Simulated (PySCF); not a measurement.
An excited-state job on `[SiH3]Br`.

Computed with TDDFT B3LYP/def2-SVPD, vertical, gas phase, core orbitals frozen in the response (PySCF 2.14.0, density-fitted response routines). Geometry: GFN2-xTB. A driver script takes a list of jobs; this job's settings line and coordinates (Å) are shown.

Input:
```
{"job": {"kind": "uv", "xc": "B3LYP", "basis": "def2-SVPD", "nstates": 8, "ntriplets": 3}, "charge": 0, "multiplicity": 1}
Si    -0.205111     0.007671    -0.012843
Br     2.001562    -0.079418     0.084740
H     -0.677946    -0.610470     1.214853
H     -0.535548     1.420409    -0.097725
H     -0.574336    -0.735340    -1.206210
```

Output:
```
coarse grid: 21160 points
cycle   1  E = -2865.1237380800  dE = -1.098e+00  |g| = 1.901e-01  |ddm| = 2.341e+00
cycle   2  E = -2865.1244738921  dE = -7.358e-04  |g| = 1.541e-01  |ddm| = 5.300e-01
cycle   3  E = -2865.1325201402  dE = -8.046e-03  |g| = 5.112e-02  |ddm| = 3.072e-01
cycle   4  E = -2865.1330748067  dE = -5.547e-04  |g| = 3.803e-03  |ddm| = 5.515e-02
cycle   5  E = -2865.1330774699  dE = -2.663e-06  |g| = 8.919e-04  |ddm| = 7.528e-03
final grid: 41120 points
cycle   6  E = -2865.1330559055  dE = -5.641e-08  |g| = 8.367e-04  |ddm| = 3.116e-03
cycle   7  E = -2865.1330559143  dE = -8.740e-09  |g| = 7.958e-04  |ddm| = 1.848e-03
cycle   8  E = -2865.1330560561  dE = -1.418e-07  |g| = 4.589e-05  |ddm| = 9.173e-04
cycle   9  E = -2865.1330560566  dE = -5.184e-10  |g| = 7.306e-06  |ddm| = 7.038e-05
converged SCF energy = -2865.1330560566

Static polarisability (au): isotropic 49.457, principal 44.296 44.315 59.760

Singlet excitations
state   eV       nm        f      main configurations
  1   6.3569    195.0   0.01656   H->L 0.99
  2   6.3592    195.0   0.01662   H-1->L 0.99
  3   7.3038    169.8   0.00132   H->L+1 0.99
  4   7.3063    169.7   0.00134   H-1->L+1 0.99
  5   7.7774    159.4   0.00000   H-1->L+2 0.51, H->L+3 0.45
  6   7.9189    156.6   0.00067   H->L+2 0.56, H-1->L+3 0.41
  7   7.9196    156.6   0.00065   H->L+3 0.51, H-1->L+2 0.46
  8   7.9915    155.1   0.00958   H-1->L+3 0.51, H->L+2 0.36, H-2->L 0.08

Triplet excitations (Tamm-Dancoff, eV): 6.0273 6.0293 7.1122
```

The SCF starts on a coarse grid where the log names one; the energy can jump when the final grid takes over, and dE then counts from the start density on the new grid. H and L stand for HOMO and LUMO; the number after each pair is its weight.

Question: How does the lowest singlet excitation compare with the HOMO–LUMO gap?

Answer: HOMO -8.12 eV and LUMO -0.69 eV give a gap of 7.43 eV; S1 at 6.36 eV lies 1.07 eV below it.

In short: HOMO -8.12 eV, LUMO -0.69 eV; lowest singlet 6.36 eV; lowest triplet 6.03 eV (Tamm–Dancoff); mean polarisability 49.5 au.

 The B3LYP/def2-SVPD calculation is non-relativistic and has no spin–orbit coupling, an omission that weighs most on bromine.

Hardware: an Arm Neoverse V2 with one thread, no GPU, on a shared host. Cost: 3.0 s of wall time.
Labels such as C1 count atoms from 1, the log's own numbers from 0.
